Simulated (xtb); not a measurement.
Input for xtb: GFN2-xTB on CH2O (SMILES C=O).

```
$ xtb mol.xyz --gfn 2 --sp --chrg 0 --uhf 0
4

C     -0.35073975    -0.50688680     0.04175197
O      0.32918566     0.24201725    -0.60192827
H     -1.40291903    -0.27408985     0.29596654
H      0.03506060    -1.47353629     0.41948259
```

Output:

```
[...]
           -------------------------------------------------
          |                Calculation Setup                |
           -------------------------------------------------



           -------------------------------------------------
          |                 G F N 2 - x T B                 |
           -------------------------------------------------

        Reference                      10.1021/acs.jctc.8b01176
      * Hamiltonian:
        H0-scaling (s, p, d)           1.850000    2.230000    2.230000
        zeta-weighting                 0.500000
      * Dispersion:
        s8                             2.700000
        a1                             0.520000
        a2                             5.000000
        s9                             5.000000
      * Repulsion:
        kExp                           1.500000    1.000000
        rExp                           1.000000
      * Coulomb:
        alpha                          2.000000
        third order                    shell-resolved
        anisotropic                    true
        a3                             3.000000
        a5                             4.000000
        cn-shift                       1.200000
        cn-exp                         4.000000
        max-rad                        5.000000


          ...................................................
          :                      SETUP                      :
          :.................................................:
          :  # basis functions                  10          :
          :  # atomic orbitals                  10          :
          :  # shells                            6          :
          :  # electrons                        12          :
          :  max. iterations                   250          :
          :  Hamiltonian                  GFN2-xTB          :
          :  restarted?                      false          :
          :  GBSA solvation                  false          :
          :  PC potential                    false          :
          :  electronic temp.          300.0000000     K    :
          :  accuracy                    1.0000000          :
          :  -> integral cutoff          0.2500000E+02      :
          :  -> integral neglect         0.1000000E-07      :
          :  -> SCF convergence          0.1000000E-05 Eh   :
          :  -> wf. convergence          0.1000000E-03 e    :
          :  Broyden damping             0.4000000          :
          :  net charge                          0          :
          :  unpaired electrons                  0          :
          ...................................................

 iter      E             dE          RMSdq      gap      omega  full diag
   1     -7.2186445 -0.721864E+01  0.657E+00    4.29       0.0  T
   2     -7.2398637 -0.212192E-01  0.311E+00    3.45       1.0  T
   3     -7.2413207 -0.145701E-02  0.229E+00    3.78       1.0  T
   4     -7.2445155 -0.319477E-02  0.195E-01    3.54       1.0  T
   5     -7.2445717 -0.561634E-04  0.891E-02    3.59       1.0  T
   6     -7.2445723 -0.587996E-06  0.641E-02    3.57       1.0  T
   7     -7.2445861 -0.138294E-04  0.299E-03    3.58      16.7  T
   8     -7.2445861  0.140462E-07  0.273E-03    3.58      18.3  T
   9     -7.2445861 -0.182963E-07  0.563E-05    3.58     888.6  T
  10     -7.2445861 -0.755840E-11  0.115E-05    3.58    4356.0  T

   *** convergence criteria satisfied after 10 iterations ***

         #    Occupation            Energy/Eh            Energy/eV
      -------------------------------------------------------------
         1        2.0000           -0.7375382             -20.0694
         2        2.0000           -0.6333456             -17.2342
         3        2.0000           -0.5845189             -15.9056
         4        2.0000           -0.5559107             -15.1271
         5        2.0000           -0.5426662             -14.7667
         6        2.0000           -0.4243911             -11.5483 (HOMO)
         7                         -0.2928696              -7.9694 (LUMO)
         8                          0.0738713               2.0101
         9                          0.2155019               5.8641
        10                          0.5562770              15.1371
      -------------------------------------------------------------
                  HL-Gap            0.1315214 Eh            3.5789 eV
             Fermi-level           -0.3586303 Eh           -9.7588 eV

 SCC (total)                   0 d,  0 h,  0 min,  0.003 sec
 SCC setup                      ...        0 min,  0.000 sec (  7.580%)
 Dispersion                     ...        0 min,  0.000 sec (  1.650%)
 classical contributions        ...        0 min,  0.000 sec (  0.871%)
 integral evaluation            ...        0 min,  0.000 sec ( 10.072%)
 iterations                     ...        0 min,  0.002 sec ( 61.970%)
 molecular gradient             ...        0 min,  0.000 sec ( 12.262%)
 printout                       ...        0 min,  0.000 sec (  5.035%)

         :::::::::::::::::::::::::::::::::::::::::::::::::::::
         ::                     SUMMARY                     ::
         :::::::::::::::::::::::::::::::::::::::::::::::::::::
         :: total energy              -7.175504930918 Eh    ::
         :: gradient norm              0.015341968994 Eh/a0 ::
         :: HOMO-LUMO gap              3.578880371355 eV    ::
         ::.................................................::
         :: SCC energy                -7.244586081697 Eh    ::
         :: -> isotropic ES            0.016932738810 Eh    ::
         :: -> anisotropic ES          0.001228858159 Eh    ::
         :: -> anisotropic XC          0.002735639207 Eh    ::
         :: -> dispersion             -0.000685010422 Eh    ::
         :: repulsion energy           0.069081150779 Eh    ::
         :: add. restraining           0.000000000000 Eh    ::
         :: total charge              -0.000000000000 e     ::
         :::::::::::::::::::::::::::::::::::::::::::::::::::::

           -------------------------------------------------
          |                Property Printout                |
           -------------------------------------------------

    * Orbital Energies and Occupations

         #    Occupation            Energy/Eh            Energy/eV
      -------------------------------------------------------------
         1        2.0000           -0.7375382             -20.0694
         2        2.0000           -0.6333456             -17.2342
         3        2.0000           -0.5845189             -15.9056
         4        2.0000           -0.5559107             -15.1271
         5        2.0000           -0.5426662             -14.7667
         6        2.0000           -0.4243911             -11.5483 (HOMO)
         7                         -0.2928696              -7.9694 (LUMO)
         8                          0.0738713               2.0101
         9                          0.2155019               5.8641
        10                          0.5562770              15.1371
      -------------------------------------------------------------
                  HL-Gap            0.1315214 Eh            3.5789 eV
             Fermi-level           -0.3586303 Eh           -9.7588 eV

     #   Z          covCN         q      C6AA      α(0)
     1   6 C        2.700     0.181    24.110     8.037
     2   8 O        0.856    -0.271    19.268     5.885
     3   1 H        0.922     0.045     2.382     2.414
     4   1 H        0.922     0.045     2.382     2.414

 Mol. C6AA /au·bohr⁶  :        152.231673
 Mol. C8AA /au·bohr⁸  :       3208.486249
 Mol. α(0) /au        :         18.749428


Wiberg/Mayer (AO) data.
largest (>0.10) Wiberg bond orders for each atom
Note: The following floating-point exceptions are signalling: IEEE_DENORMAL
normal termination of xtb

 ---------------------------------------------------------------------------
     #   Z sym  total        # sym  WBO       # sym  WBO       # sym  WBO
 ---------------------------------------------------------------------------
     1   6 C    3.902 --     2 O    2.015     3 H    0.944     4 H    0.944
     2   8 O    2.111 --     1 C    2.015
     3   1 H    0.998 --     1 C    0.944
     4   1 H    0.998 --     1 C    0.944
 ---------------------------------------------------------------------------

Topologies differ in total number of bonds
Writing topology from bond orders to xtbtopo.mol

molecular dipole:
                 x           y           z       tot (Debye)
 q only:       -0.405      -0.446       0.384
   full:       -0.527      -0.581       0.499       2.364
molecular quadrupole (traceless):
                xx          xy          yy          xz          yz          zz
 q only:        0.210       0.137       0.479       0.177       0.022      -0.689
  q+dip:        0.562      -0.409       0.703       0.315       0.011      -1.265
   full:        0.138      -0.078       0.489       0.674       0.577      -0.628


           -------------------------------------------------
          | TOTAL ENERGY               -7.175504930918 Eh   |
          | GRADIENT NORM               0.015341968994 Eh/α |
          | HOMO-LUMO GAP               3.578880371355 eV   |
           -------------------------------------------------

------------------------------------------------------------------------
------------------------------------------------------------------------
 total:
 SCF:
```

The run finished.

Cost: around 0.06 core-seconds (rough).
